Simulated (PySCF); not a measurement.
B(CCH)(Me)2 (C₄H₇B), SMILES C#CB(C)C.

Geometry: B3LYP-D3(BJ)/def2-SVP.

These are PySCF with B3LYP/def2-TZVP values and carry that method's errors.

The molecule is in vacuum.

```json
{
  "total_energy": "-181.52131 hartree",
  "point_group": "C2",
  "highest_occupied_level": "-7.52 eV",
  "lowest_empty_level": "-1.65 eV",
  "orbital_gap": "5.86 eV",
  "dipole_moment": "0.04 D",
  "quadrupole, principal values (traceless, Buckingham form, about the centre of nuclear charge)": "-4.05, -1.79, 5.84 D·Å",
  "mean_static_polarisability": "61.4 bohr³ (9.10 Å³)",
  "polarisability_principal_values": "44.5, 56.1, 83.7 bohr³"
}
```
